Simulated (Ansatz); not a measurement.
One geometry of Al₂F₆, several levels of theory.

```yaml
crystal:
  periodic: [false, false, false]
  atoms:
    - {symbol: Al, position_ang: [1.017719, -0.569246, 0.755316]}
    - {symbol: Al, position_ang: [-1.017767, 0.569175, -0.755312]}
    - {symbol: F, position_ang: [-0.754023, 2.060454, -1.399311]}
    - {symbol: F, position_ang: [-0.440706, 0.495245, 0.967051]}
    - {symbol: F, position_ang: [0.754861, -2.060510, 1.399709]}
    - {symbol: F, position_ang: [2.406438, 0.292870, 0.946184]}
    - {symbol: F, position_ang: [-2.406865, -0.292213, -0.946696]}
    - {symbol: F, position_ang: [0.440333, -0.495775, -0.966962]}
basis:
  gaussian: {orbitals: def2-TZVP, initial_orbitals: start.molden}
hamiltonian: {xc: {name: BHLYP}, dispersion: d4}
scf: {omitted_lower_state_checks: [starts]}
output: {orbitals: {seedname: orbitals}}
```

The file start.molden holds the orbitals of an earlier run on this structure, at another level or in another basis.

```sh
$ ansatz run in.yaml --threads 4 --pin off --events-out ev --progress --plain --max-ram 4787MiB
```

Output, abridged:

```
Functional definition: BHLYP
1634 factors; their error is unknown
mean field evaluation 1: about -29511.7013 eV, gradient 1.1e1 eV
mean field evaluation 2: about -29511.8154 eV, gradient 1.9e-1 eV
mean field evaluation 4: about -29512.0079 eV, gradient 3.6e-4 eV
mean field -29512.00787856 eV, -1084.5462855797 hartree, gradient 1.0e-5 eV, S^2 0.000000; 0 other end points of the search recorded, 0 dependent functions left out
reference -29512.00805892 eV, -1084.5462922076 hartree; 40, 40 occupied and 220, 220 virtual orbitals, 1634 factors
Total energy: -29512.24921076 eV, -1084.5551543743 hartree
Checks for a lower state left out: starts
```

Hardware: 4 threads of Arm Neoverse V1 on a shared host. Wall time 6 s, peak host memory 0.85 GiB.

As the first input, with `correlation: {method: mp2}` and without the key `hamiltonian` (abridged; 5.5 s):

```
Functional definition: HF
mean field -29423.89607243 eV, -1081.3082364288 hartree, gradient 9.9e-6 eV, S^2 0.000000
16 core orbitals not correlated: weight in the atoms' cores, before any rotation towards them, 1.000 or more for the frozen orbitals, at most 0.000 for the correlated occupied ones
second order -44.94280469 eV of doubles, -0.00000000 eV of singles
Total energy: -29468.83887712 eV, -1082.9598540378 hartree
Checks for a lower state left out: starts
```

As the first input, with `hamiltonian: {xc: pbe0, dispersion: d4}` (abridged; 6.5 s):

```
Functional definition: PBE0
mean field -29495.49149058 eV, -1083.9393195168 hartree, gradient 2.6e-5 eV, S^2 0.000000
Total energy: -29495.64636882 eV, -1083.9450111868 hartree
Checks for a lower state left out: starts
```

As the first input, with `gaussian: {orbitals: def2-SVP, initial_orbitals: start.molden}`, `hamiltonian: {xc: pbe, dispersion: d4}` (abridged; 1.2 s):

```
Functional definition: PBE
mean field -29468.93915250 eV, -1082.9635390900 hartree, gradient 2.5e-5 eV, S^2 0.000000
Total energy: -29469.12103771 eV, -1082.9702232482 hartree
Checks for a lower state left out: starts
```

Geometry: B3LYP-D4/def2-SVP.

Correlated methods freeze 16 core orbitals. The structure comes from a short search, and lower isomers may exist.
